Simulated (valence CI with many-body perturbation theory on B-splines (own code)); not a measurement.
# E1 line list for Os⁴³⁺

Computed by valence CI with perturbative core correlation (CI+MBPT): five valence electrons over a frozen Dirac-Fock core [Ar] 3d10, a basis of 11 s, 11 p, 10 d, 8 f, 5 g, 2 h functions for each j, with the one-electron correlation potential Σ1, the two-electron term Σ2, the three-electron term Σ3, Breit, model QED; selected CI, second order for the rest, scaled by the run's own slope (own B-spline code, finite nucleus).

No measured spectrum was set against this ion. As an estimate, large intervals hold to a few tenths of a per cent, small ones and those within an open d or f shell to about a per cent. Among the levels kept, up to 2200 cm⁻¹ of a level comes from second order outside the variational space, and about a tenth of that is noise between levels of different J, which matters for small intervals.

Lines 51 to 100 of 535 in falling wavelength, among levels below 593.39 eV, chosen from the strongest by gf and those to the six lowest levels. Wavelengths and rates use the calculated energies. Electric multipoles are in the length gauge, E1 and E2 with the static RPA response of the core. Weak lines are less certain than strong ones. Lines between different terms over intervals too small for the method are left out, as are lines whose strength nearly cancels. Where a level lies close to another of its J and parity, the split of strength between their lines is uncertain. The highest levels of a list are the least certain.

Levels are named by their leading jj configuration (3d3/2^4 stands for four electrons in 3d with j = 3/2), which in mixed levels can hold well under half, so a name can repeat and another be missing. Letters in brackets count levels of one name in rising energy.

```csv
λ vac (nm),Upper,Lower,A (s⁻¹),log gf,Branch %
10.69,(4p1/2^2 4p3/2^3) J=3/2,(4s 4p1/2 4p3/2^3) J=5/2,4.26e+10,-0.53,4.1
10.50,(4s 4p1/2^2 4p3/2 4d5/2) J=7/2 [b],(4s^2 4p1/2 4p3/2 4d5/2) J=9/2,2.13e+10,-0.55,2.9
10.49,(4s 4p1/2 4p3/2^3) J=3/2 [b],(4s^2 4p3/2^3) J=3/2,2.27e+10,-0.83,1.9
10.49,(4s 4p1/2^2 4p3/2 4f5/2) J=7/2 [b],(4s 4p1/2 4p3/2^2 4d3/2) J=9/2,2.28e+10,-0.52,4.8
10.26,(4s 4p1/2 4p3/2^2 4d5/2) J=9/2 [c],(4s^2 4p3/2^2 4d5/2) J=9/2,2.25e+10,-0.45,2.5
10.25,(4s 4p1/2^2 4p3/2^2) J=3/2,(4s^2 4p1/2 4p3/2^2) J=3/2,1.24e+10,-1.11,2.0
10.21,(4s 4p1/2^2 4p3/2 4d3/2) J=5/2 [b],(4s^2 4p1/2 4p3/2 4d3/2) J=7/2,3.09e+10,-0.54,3.3
10.15,(4s 4p1/2 4p3/2^2 4d5/2) J=7/2 [e],(4s^2 4p3/2^2 4d5/2) J=9/2,2.01e+10,-0.60,1.4
10.14,(4s 4p1/2^2 4p3/2 4f5/2) J=5/2 [b],(4s 4p1/2 4p3/2^2 4d3/2) J=7/2 [a],2.18e+10,-0.70,3.7
9.923,(4s 4p1/2 4p3/2^2 4d3/2) J=5/2 [e],(4s^2 4p3/2^2 4d3/2) J=7/2,2.39e+10,-0.67,1.2
8.377,(4s^2 4p1/2 4p3/2 4d3/2) J=3/2 [a],(4s^2 4p1/2 4p3/2^2) J=1/2,2.64e+09,-1.95,3.6
8.361,(4s^2 4p1/2 4p3/2 4d3/2) J=1/2 [a],(4s^2 4p1/2 4p3/2^2) J=1/2,2.23e+09,-2.33,19.2
8.011,(4s^2 4p1/2 4p3/2 4d3/2) J=5/2 [a],(4s^2 4p1/2 4p3/2^2) J=5/2,8.10e+09,-1.33,74.5
7.991,(4s^2 4p1/2 4p3/2 4d3/2) J=3/2 [a],(4s^2 4p1/2 4p3/2^2) J=5/2,8.48e+09,-1.49,11.5
7.737,(4s 4p1/2^2 4d3/2 4d5/2) J=7/2 [b],(4s 4p1/2^2 4p3/2 4d5/2) J=7/2 [a],2.27e+10,-0.79,14.2
7.726,(4s^2 4p1/2 4p3/2 4d3/2) J=7/2,(4s^2 4p1/2 4p3/2^2) J=5/2,5.53e+08,-2.40,100.0
7.709,(4s^2 4p1/2 4p3/2 4d3/2) J=3/2 [a],(4s^2 4p1/2 4p3/2^2) J=3/2,4.99e+09,-1.75,6.7
7.698,(4s^2 4p1/2^2 4d3/2) J=3/2,(4s^2 4p1/2^2 4p3/2) J=3/2,1.55e+10,-1.26,99.6
7.696,(4s^2 4p1/2 4p3/2 4d3/2) J=1/2 [a],(4s^2 4p1/2 4p3/2^2) J=3/2,5.81e+09,-1.99,50.1
7.302,(4s^2 4p1/2 4p3/2 4d3/2) J=3/2 [b],(4s^2 4p1/2 4p3/2^2) J=1/2,5.58e+08,-2.75,0.0
7.162,(4s 4p1/2^2 4d3/2 4d5/2) J=9/2,(4s 4p1/2^2 4p3/2 4d5/2) J=9/2,3.40e+10,-0.58,22.6
7.136,(4s^2 4p1/2 4p3/2 4d5/2) J=3/2 [a],(4s^2 4p1/2 4p3/2^2) J=1/2,8.55e+08,-2.58,1.2
7.081,(4s 4p1/2^2 4p3/2 4d3/2) J=5/2 [a],(4s^2 4p1/2^2 4d5/2) J=5/2,8.60e+08,-2.41,2.3
7.062,(4s^2 4p1/2 4p3/2 4d3/2) J=5/2 [b],(4s^2 4p1/2 4p3/2^2) J=5/2,2.35e+09,-1.98,0.1
7.013,(4s 4p1/2^2 4p3/2 4d3/2) J=3/2 [a],(4s^2 4p1/2^2 4d5/2) J=5/2,3.14e+09,-2.03,4.5
6.976,(4s 4p1/2^2 4d5/2^2) J=9/2,(4s 4p1/2^2 4p3/2 4d5/2) J=7/2 [a],1.73e+10,-0.90,3.2
6.965,(4s^2 4p1/2 4p3/2 4d5/2) J=7/2 [a],(4s^2 4p1/2 4p3/2^2) J=5/2,8.35e+08,-2.31,99.2
6.948,(4s 4p1/2^2 4p3/2 4d3/2) J=7/2,(4s^2 4p1/2^2 4d5/2) J=5/2,4.07e+09,-1.63,19.6
6.930,(4s^2 4p1/2^2 4f5/2) J=5/2,(4s^2 4p1/2^2 4d5/2) J=5/2,8.60e+09,-1.43,16.7
6.854,(4s^2 4p1/2 4p3/2 4d5/2) J=3/2 [a],(4s^2 4p1/2 4p3/2^2) J=5/2,6.39e+09,-1.75,9.2
6.841,(4s^2 4p1/2 4p3/2 4d3/2) J=5/2 [b],(4s^2 4p1/2 4p3/2^2) J=3/2,5.92e+09,-1.60,0.3
6.772,(4s^2 4p1/2 4d3/2 4d5/2) J=7/2 [a],(4s^2 4p1/2 4p3/2 4d3/2) J=7/2,3.19e+10,-0.76,22.2
6.769,(4s 4p1/2 4p3/2^2 4d5/2) J=3/2 [a],(4s 4p1/2 4p3/2^3) J=5/2,5.42e+10,-0.83,6.9
6.754,(4s^2 4p1/2 4p3/2 4d3/2) J=1/2 [b],(4s^2 4p1/2 4p3/2^2) J=3/2,8.38e+09,-1.94,0.4
6.734,(4s^2 4p1/2 4p3/2 4d5/2) J=5/2 [a],(4s^2 4p1/2 4p3/2^2) J=5/2,5.91e+10,-0.62,47.6
6.733,(4s^2 4p3/2 4d3/2 4d5/2) J=7/2 [b],(4s^2 4p3/2^2 4d3/2) J=7/2,2.79e+10,-0.82,2.0
6.720,(4s^2 4p3/2 4d5/2^2) J=5/2,(4s^2 4p3/2^2 4d5/2) J=7/2,3.76e+10,-0.82,17.8
6.690,(4s 4p1/2 4p3/2^2 4d3/2) J=5/2 [c],(4s^2 4p1/2 4p3/2 4d5/2) J=3/2 [b],4.10e+10,-0.78,3.4
6.682,(4s 4p1/2^2 4p3/2 4f7/2) J=5/2,(4s 4p1/2^2 4p3/2 4d5/2) J=3/2 [a],5.14e+10,-0.69,14.7
6.677,(4s 4p1/2^2 4p3/2 4f7/2) J=7/2,(4s 4p1/2^2 4p3/2 4d5/2) J=5/2 [a],3.39e+10,-0.74,13.9
6.671,(4s^2 4p1/2 4d5/2^2) J=9/2,(4s^2 4p1/2 4p3/2 4d5/2) J=9/2,4.91e+10,-0.48,67.3
6.654,(4s^2 4p1/2 4d3/2 4d5/2) J=5/2 [b],(4s^2 4p1/2 4p3/2 4d3/2) J=3/2 [b],6.65e+10,-0.58,3.5
6.646,(4s^2 4p1/2 4p3/2 4d5/2) J=3/2 [a],(4s^2 4p1/2 4p3/2^2) J=3/2,5.64e+10,-0.83,81.7
6.642,(4s^2 4p1/2 4p3/2 4f7/2) J=7/2 [a],(4s^2 4p1/2 4p3/2 4d5/2) J=7/2 [a],2.82e+10,-0.83,17.0
6.633,(4s^2 4p1/2 4d3/2 4d5/2) J=9/2,(4s^2 4p1/2 4p3/2 4d3/2) J=7/2,7.94e+10,-0.28,83.0
6.623,(4s^2 4p1/2 4d3/2 4d5/2) J=7/2 [b],(4s^2 4p1/2 4p3/2 4d3/2) J=5/2 [b],6.27e+10,-0.48,3.9
6.622,(4s^2 4p3/2^2 4f7/2) J=9/2,(4s^2 4p3/2^2 4d5/2) J=9/2,5.61e+10,-0.43,64.3
6.622,(4s 4p1/2 4p3/2^2 4d3/2) J=3/2 [d],(4s^2 4p1/2 4p3/2 4d5/2) J=1/2,6.94e+10,-0.74,8.0
6.619,(4s 4p1/2^2 4d3/2 4d5/2) J=7/2 [a],(4s^2 4p1/2^2 4f5/2) J=5/2,2.82e+10,-0.83,13.6
6.616,(4s 4p1/2^2 4d3/2 4d5/2) J=3/2 [b],(4s 4p1/2^2 4p3/2 4d3/2) J=3/2 [b],7.47e+10,-0.71,33.5
```
